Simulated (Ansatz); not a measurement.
Two members of one family (Series AlX3), computed with Ansatz in the gas phase. Binding counts from free atoms in the multiplicity of their measured ground term, without zero-point energy. The structures are stationary points that may keep the symmetry of their start.

First: AlF3 (singlet, charge 0, PBE-D4/def2-TZVP geometry).

```xyz
4

Al    0.000    0.000    0.000
F     0.389    1.562    0.350
F    -0.197   -1.092    1.217
F    -0.192   -0.469   -1.567
```

| level | HOMO (eV) | LUMO (eV) | gap (eV) | binding per atom (eV) |
| --- | --- | --- | --- | --- |
| revPBE-D4/def2-TZVP | -9.50 | -2.33 | 7.17 | 4.47 |
| r2SCAN-D4/def2-TZVP | -10.11 | -1.98 | 8.12 | 4.59 |
| PBE0-D4/def2-SVP | -11.37 | -1.38 | 9.99 | 4.41 |
| HSE06-D4/def2-TZVP | -11.29 | -1.98 | 9.30 | 4.46 |
| ωB97M-V/def2-TZVP | -14.24 | 0.05 | 14.29 | 4.57 |

Second: Al(OH)3 (singlet, charge 0, PBE-D4/def2-TZVP geometry).

```xyz
7

Al    0.000    0.000    0.000
O     1.393   -0.380   -0.910
H     1.990    0.321   -1.206
O    -1.048   -1.245    0.517
H    -0.856   -2.167    0.297
O    -0.346    1.625    0.393
H    -1.133    1.847    0.909
```

Task: Estimate the same table for the second.

Result: 
```json
{"level": "revPBE-D4/def2-TZVP", "HOMO (eV)": "-7.20", "LUMO (eV)": "-1.27", "gap (eV)": "5.92", "binding per atom (eV)": "4.02"}
{"level": "r2SCAN-D4/def2-TZVP", "HOMO (eV)": "-7.67", "LUMO (eV)": "-0.88", "gap (eV)": "6.79", "binding per atom (eV)": "4.11"}
{"level": "PBE0-D4/def2-SVP", "HOMO (eV)": "-8.63", "LUMO (eV)": "-0.25", "gap (eV)": "8.37", "binding per atom (eV)": "3.97"}
{"level": "HSE06-D4/def2-TZVP", "HOMO (eV)": "-8.59", "LUMO (eV)": "-0.91", "gap (eV)": "7.68", "binding per atom (eV)": "4.02"}
{"level": "ωB97M-V/def2-TZVP", "HOMO (eV)": "-11.50", "LUMO (eV)": "1.05", "gap (eV)": "12.55", "binding per atom (eV)": "4.10"}
```
